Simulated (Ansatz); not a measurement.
C₆H₁₉N₃Si⁺, that is SiH(NHEt)3 with one electron fewer. Total charge 1; doublet. Geometry r2SCAN-D4/def2-SVP, that of the neutral singlet; atoms count from 1.

```xyz
29

Si    0.1089    0.1133   -0.1868
H    -0.5348   -0.8554    0.7695
N    -0.8871    0.2237   -1.5945
C    -1.6611   -0.8527   -2.1811
C    -3.1650   -0.7081   -1.9664
H    -1.1081    1.1498   -1.9504
H    -1.4526   -0.9449   -3.2672
H    -1.3162   -1.8042   -1.7354
H    -3.4030   -0.6912   -0.8901
H    -3.7229   -1.5356   -2.4351
H    -3.5332    0.2352   -2.4057
N     1.6928   -0.4250   -0.6271
C     2.6671   -1.0041    0.2782
C     2.7743   -2.5230    0.1752
H     1.8686   -0.6076   -1.6112
H     3.6681   -0.5544    0.1172
H     2.3834   -0.7228    1.3090
H     1.8051   -2.9973    0.3995
H     3.5292   -2.9247    0.8715
H     3.0663   -2.8245   -0.8450
N     0.2554    1.6616    0.5643
C    -0.7190    2.2808    1.4410
C    -0.3037    2.2857    2.9093
H     1.1672    2.1101    0.5528
H    -0.9361    3.3196    1.1178
H    -1.6739    1.7351    1.3294
H    -0.1527    1.2563    3.2730
H    -1.0626    2.7728    3.5438
H     0.6458    2.8312    3.0443
```

Question: Estimate the Mulliken populations from the PBE0/def2-TZVP orbitals of Ansatz.

Answer: 
```
atom  charge (e)  spin (α − β)
 Si1        0.37         -0.07
  H2        0.07          0.11
  N3       -0.29          0.31
  C4       -0.13         -0.01
  C5       -0.38          0.02
  H6        0.26         -0.01
  H7        0.16          0.03
  H8        0.14          0.00
  H9        0.14          0.00
 H10        0.16          0.00
 H11        0.14          0.00
 N12       -0.30          0.28
 C13       -0.13         -0.01
 C14       -0.38          0.02
 H15        0.25         -0.01
 H16        0.16          0.03
 H17        0.14          0.00
 H18        0.14          0.00
 H19        0.16          0.00
 H20        0.14          0.00
 N21       -0.30          0.28
 C22       -0.13         -0.01
 C23       -0.38          0.02
 H24        0.25         -0.01
 H25        0.16          0.02
 H26        0.14          0.00
 H27        0.14          0.00
 H28        0.16          0.00
 H29        0.14          0.00
```
Mulliken values and Mayer orders depend strongly on the basis.

Question: Where does the spin sit?

Answer: Summed by element: Si -0.07, H 0.15, N 0.87, C 0.04, of 1 unpaired in all. Largest on single atoms: N3 0.31, N21 0.28, N12 0.28.

Question: And the Mayer bond orders between bonded heavy atoms (over 0.3)?

Answer: Si1–N3 1.15 (1.73 Å); Si1–N12 1.15 (1.73 Å); Si1–N21 1.16 (1.73 Å); N3–C4 0.93 (1.45 Å); C4–C5 1.01 (1.53 Å); N12–C13 0.93 (1.45 Å); C13–C14 1.01 (1.53 Å); N21–C22 0.93 (1.45 Å); C22–C23 1.01 (1.53 Å).
